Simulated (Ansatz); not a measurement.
`[CH]1=[CH][GeH2]1` and `F[C]1=[CH][GeH2]1` differ in one atom or group.

Ansatz, PBE0-D4/def2-TZVP geometries, multiplicity 1. 

Scalar relativity is left out up to krypton.

```json
{"property": "HOMO energy (PBE/def2-TZVPP) / eV", "`[CH]1=[CH][GeH2]1`": "-5.90"}
{"property": "HOMO–LUMO gap (B3LYP/def2-TZVPP) / eV", "`[CH]1=[CH][GeH2]1`": "6.45"}
{"property": "HOMO–LUMO gap (ωB97M-V/def2-TZVPP) / eV", "`[CH]1=[CH][GeH2]1`": "11.15"}
{"property": "LUMO energy (PBE/def2-TZVPP) / eV", "`[CH]1=[CH][GeH2]1`": "-1.18"}
{"property": "HOMO energy (PBE0/def2-TZVPP) / eV", "`[CH]1=[CH][GeH2]1`": "-6.97"}
{"property": "size of the dipole moment (ωB97M-V/def2-TZVPP) / D", "`[CH]1=[CH][GeH2]1`": "0.14"}
```

Task: What does the change do to each property? (Estimate.)

Result: Computed: 
```json
{"property": "HOMO energy (PBE/def2-TZVPP) / eV", "`F[C]1=[CH][GeH2]1`": "-6.55", "shift": "-0.65"}
{"property": "HOMO–LUMO gap (B3LYP/def2-TZVPP) / eV", "`F[C]1=[CH][GeH2]1`": "6.97", "shift": "0.52"}
{"property": "HOMO–LUMO gap (ωB97M-V/def2-TZVPP) / eV", "`F[C]1=[CH][GeH2]1`": "11.44", "shift": "0.29"}
{"property": "LUMO energy (PBE/def2-TZVPP) / eV", "`F[C]1=[CH][GeH2]1`": "-1.14", "shift": "0.04"}
{"property": "HOMO energy (PBE0/def2-TZVPP) / eV", "`F[C]1=[CH][GeH2]1`": "-7.73", "shift": "-0.76"}
{"property": "size of the dipole moment (ωB97M-V/def2-TZVPP) / D", "`F[C]1=[CH][GeH2]1`": "1.58", "shift": "1.44"}
```

With PBE0 the HOMO falls by 0.76 eV and the LUMO falls by 0.21 eV, so the gap widens by about 0.55 eV. PBE moves the HOMO by -0.65 eV and ωB97M-V by -0.79 eV. Dipoles are sizes alone; their direction can turn.

B3LYP here is the variant with VWN-RPA as its local correlation; programs differ in this.
